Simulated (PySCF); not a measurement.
# Electron correlation in Be (beryllium, neutral)

[He] 2s1 3s1, high-spin 3S determinant (an excited configuration). Computed with PySCF 2.14 in dyall-acv3z (15s9p4d2f, 76 functions), with scalar relativity by spin-free X2C-1e. Frozen: nothing; 4 electrons correlated; the 5 highest virtual orbitals of each spin left out.

```json
{"level": "CCSD", "correlation energy (mhartree)": "-49.67"}
{"level": "(T)", "correlation energy (mhartree)": "-0.10"}
{"level": "CCSD(T)", "correlation energy (mhartree)": "-49.77"}
```

Diagnostics: T1 = 0.013, D1 = 0.0378, largest double amplitude 0.061.

The outer electron is Rydberg-like, and this basis confines it to a smaller radius and binds it less than a complete one would.

Cost of the coupled-cluster step: about 7 core-seconds, for 4 correlated electrons.
